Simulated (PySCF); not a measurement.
Assigning NMR signals

Geometry:
```csv
atom,x (Å),y (Å),z (Å)
C1,2.224,0.320,-0.120
O2,1.028,-0.037,-0.795
C3,-0.132,0.249,-0.091
C4,-0.303,1.680,0.153
N5,-0.465,2.797,0.334
C6,-1.369,-0.439,-0.702
C7,-1.431,-1.192,0.629
O8,-0.280,-0.499,1.125
H9,2.296,1.405,0.005
H10,2.269,-0.164,0.859
H11,3.034,-0.035,-0.752
H12,-1.113,-1.038,-1.570
H13,-2.205,0.220,-0.917
H14,-2.308,-0.989,1.248
H15,-1.250,-2.268,0.573
```

PySCF calculation with GFN2-xTB geometry and PBE0/pcSseg-1 with gauge-including orbitals; averaged over atoms made equivalent by symmetry, fast rotation or ring inversion, no solvent model, one conformer, no relativistic terms.

Scale: TMS for $^{13}$C and $^{1}$H (reference shieldings calculated alike).

Question: Assign these signals to the numbered atoms. $^{13}$C{$^{1}$H} NMR (computed): δ 119.4, 99.2, 66.2, 53.2, 38.3.

Answer: 
| δ (ppm) | atoms | environment | reason |
| --- | --- | --- | --- |
| 119.4 | C4 | nitrile carbon | this is the usual window of a C≡N carbon, which has no attached hydrogen |
| 99.2 | C3 | sp3 carbon bearing two oxygens | 2 electronegative neighbours deshield it |
| 66.2 | C7 | sp3 CH2 bonded to O | the inductive effect lowers its shielding |
| 53.2 | C1 | methyl carbon bonded to O | the inductive effect lowers its shielding |
| 38.3 | C6 | sp3 CH2 in a ring | aliphatic region, no heteroatom directly attached |

Question: Assign these signals to the numbered atoms. $^{1}$H NMR (500 MHz, computed): δ 4.76 (m, 1H), 4.62 (m, 1H), 3.67 (s, 3H), 3.06 (m, 1H), 2.92 (m, 1H).

Answer: 
| δ (ppm) | atoms | environment | reason |
| --- | --- | --- | --- |
| 4.76 | H14 | hydrogen on an sp3 CH2 bonded to O | its carbon carries O, which withdraws density |
| 4.62 | H15 | hydrogen on an sp3 CH2 bonded to O | – |
| 3.67 | H9/H10/H11 | hydrogen on a methyl carbon bonded to O | its carbon carries O, which withdraws density |
| 3.06 | H13 | hydrogen on an sp3 CH2 in a ring | – |
| 2.92 | H12 | hydrogen on an sp3 CH2 in a ring | – |

Shifts are as computed. Against solution values, carbons near 30 ppm lie about +3 ppm off and those near 130 ppm about +5 ppm. Of 1211 compounds with measured shifts, 218 miss one by over three times the rms of a fit or turn the order of signals round; such compounds aren't used in these exercises. No couplings were computed; multiplicities are counted from neighbouring protons, with m where these are inequivalent, close in shift, in a saturated or five-membered ring or joined by F or P, and br s for small geminal =CH2 splittings.
